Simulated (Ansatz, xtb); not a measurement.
## C4H8AlB: where a starting geometry ends

The starting geometry of this gas-phase singlet was built from a drawn formula by distance geometry and a force field; its bonds are those of `B[C@@H](C#C)[AlH][CH3]`.

```yaml
atoms:
  - { symbol: C, position_ang: [-1.3196, -0.8780, 1.3752] }
  - { symbol: C, position_ang: [0.1035, -1.0729, 1.8454] }
  - { symbol: C, position_ang: [1.2533, -1.2644, 2.1930] }
  - { symbol: C, position_ang: [-0.2666, 2.4453, 1.8256] }
  - { symbol: Al, position_ang: [-1.6783, 1.1236, 1.2951] }
  - { symbol: B, position_ang: [-1.4438, -1.4758, -0.0587] }
  - { symbol: H, position_ang: [-2.2690, -2.2847, -0.2106] }
  - { symbol: H, position_ang: [-0.8509, -1.1131, -0.9324] }
  - { symbol: H, position_ang: [-1.9859, -1.3070, 2.1112] }
  - { symbol: H, position_ang: [2.2227, -1.4390, 2.5377] }
  - { symbol: H, position_ang: [-3.1338, 1.5880, 0.8799] }
  - { symbol: H, position_ang: [0.6465, 1.9280, 2.1176] }
  - { symbol: H, position_ang: [-0.6239, 3.0347, 2.6997] }
  - { symbol: H, position_ang: [-0.0746, 3.0914, 0.9649] }
```

Task: Predict what becomes of its bonds when it is optimised with r2SCAN-D4/def2-SVP.

Result: New bonds form, giving a structure given below by its coordinates. Distances that change by over a tenth: C1–Al5 (2.04 → 2.26 Å). Contacts that close: C2–Al5 (2.88 → 2.11 Å), C3–Al5 (3.89 → 2.16 Å).

The energy falls by 1.17 eV over 33 steps:

| step | E − E(last) (eV) |
| --- | --- |
| 1 | 1.167 |
| 5 | 0.670 |
| 8 | 0.609 |
| 12 | 0.583 |
| 15 | 0.556 |
| 19 | 0.411 |
| 22 | 0.246 |
| 26 | 0.032 |
| 29 | 0.002 |
| 33 | 0.000 |

Final geometry (Å):

```xyz
14

C    -1.3551   -1.3132    1.1339
C    -0.2794   -1.3332    2.0164
C     0.4828   -0.7962    2.8669
C    -0.2699    2.0937    1.2009
Al   -1.0187    0.6250    2.2500
B    -1.2052   -0.8605   -0.3149
H    -2.1747   -0.8398   -1.0351
H    -0.1311   -0.4927   -0.7266
H    -2.2839   -1.7765    1.4989
H     1.3777   -0.8696    3.4724
H    -2.2048    0.7116    3.2944
H     0.6084    1.7935    0.6082
H     0.0444    2.9113    1.8729
H    -1.0109    2.5227    0.5055
```

From the same start GFN2-xTB ends elsewhere, differing in C2–Al5 (2.78 against 2.11 Å here), C3–Al5 (3.74 against 2.16 Å here), Al5–B6 (2.40 against 2.97 Å here).

The end wasn't checked by frequencies. Run with Ansatz 0.2.0, 74 s on 2 threads of Intel(R) Xeon(R) 6975P-C (Granite Rapids) (shared host).
